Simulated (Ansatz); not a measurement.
A run for Ansatz (an electronic-structure program): R-CCSD(T)/cc-pVTZ on GeH5N (SMILES [NH2][GeH3]), atoms moved off the minimum. The run froze 15 orbitals, filled d shells among them.

Ansatz 0.2 input:
```yaml
crystal:
  periodic: [false, false, false]
  atoms:
    - {symbol: Ge, position_ang: [-0.40489692, 0.07713652, -0.07691911]}
    - {symbol: N, position_ang: [1.41636251, -0.17410713, -0.35612687]}
    - {symbol: H, position_ang: [-1.11166599, -1.05742755, -1.24415562]}
    - {symbol: H, position_ang: [-0.77033628, 1.62289543, -0.28330169]}
    - {symbol: H, position_ang: [-0.93110091, -0.22059927, 1.39291082]}
    - {symbol: H, position_ang: [1.81363343, -1.04110311, -0.09795531]}
    - {symbol: H, position_ang: [2.06213350, 0.29091668, 0.56641069]}
basis:
  gaussian:
    orbitals: cc-pVTZ
magnetization: {spin_polarized: false}
correlation: {method: ccsd_t, electrons: outside_noble_gas}
scf: {lower_state_search: off}
output: {forces: true}
```

The log:

```
WARN ansatz: RAYON_NUM_THREADS=1 ignored (pool sized by the plan → 1); use --threads N
Functional definition: HF
these checks for a lower state are left out or cut short: starts, cluster_reference, orbital_swaps, neighbouring_geometries, increment
integrals: 0.31 GiB planned
834 factors; integrals over basis functions are off by at most 9.2e-4 eV
mean field: 0.36 GiB planned
mean field evaluation 1: about -58032.2902 eV, gradient 3.1e1 eV
mean field evaluation 2: about -58032.3376 eV, gradient 3.1e1 eV
mean field evaluation 4: about -58034.6144 eV, gradient 2.5e0 eV
mean field evaluation 8: about -58034.6458 eV, gradient 1.6e-1 eV
mean field -58034.64600745 eV, -2132.7339034780 hartree, gradient 2.7e-6 eV, S^2 0.000000; 0 other end points of the search recorded, 0 dependent functions left out
15 core orbitals not correlated
reference -58034.64600745 eV, -2132.7339034780 hartree; 7, 7 occupied and 121, 121 virtual orbitals, 834 factors
too little memory for Intel AMX tiles; the run may be slower
densities: 1.11 GiB planned
second order -9.73261266 eV of doubles, -0.00000000 eV of singles
coupled cluster: 0.67 GiB planned
cycle   1  -10.17216288 eV  change   -4.4e-1 eV  update   7.5e-2
cycle   2  -10.51424042 eV  change   -3.4e-1 eV  update   2.5e-2
cycle   3  -10.56703790 eV  change   -5.3e-2 eV  update   1.0e-2
cycle   4  -10.56355764 eV  change    3.5e-3 eV  update   2.6e-3
cycle   5  -10.56435204 eV  change   -7.9e-4 eV  update   1.1e-3
cycle   6  -10.56424938 eV  change    1.0e-4 eV  update   3.8e-4
cycle   7  -10.56413231 eV  change    1.2e-4 eV  update   1.5e-4
cycle   8  -10.56416619 eV  change   -3.4e-5 eV  update   6.1e-5
cycle   9  -10.56416588 eV  change    3.2e-7 eV  update   2.0e-5
cycle  10  -10.56415921 eV  change    6.7e-6 eV  update   7.5e-6
perturbative correction -0.38115486 eV, -0.0140071826 hartree
the calculation of the forces begins
mean field evaluation 16: about -58034.6460 eV, gradient 2.7e-6 eV
Total energy: -58045.59132152 eV, -2133.1361363508 hartree
Atom 0 at    -0.404897     0.077137    -0.076919 Å, force    -1.159435    -0.960717    -0.731410 eV/Å
Atom 1 at     1.416363    -0.174107    -0.356127 Å, force     2.869918     2.989490     3.628353 eV/Å
Atom 2 at    -1.111666    -1.057428    -1.244156 Å, force     0.783936     1.687029     1.594583 eV/Å
Atom 3 at    -0.770336     1.622895    -0.283302 Å, force     0.285855    -0.926250    -0.208688 eV/Å
Atom 4 at    -0.931101    -0.220599     1.392911 Å, force     0.167832    -0.112377    -0.562957 eV/Å
Atom 5 at     1.813633    -1.041103    -0.097955 Å, force    -0.311032    -2.093460    -0.421624 eV/Å
Atom 6 at     2.062133     0.290917     0.566411 Å, force    -2.637074    -0.583715    -3.298257 eV/Å
Dipole moment:     0.091811    -0.072339     0.281597 e Å
Checks for a lower state left out: starts, cluster_reference, orbital_swaps, neighbouring_geometries, increment
```

Self-consistency was reached.

Cost: around 40 core-seconds (rough).
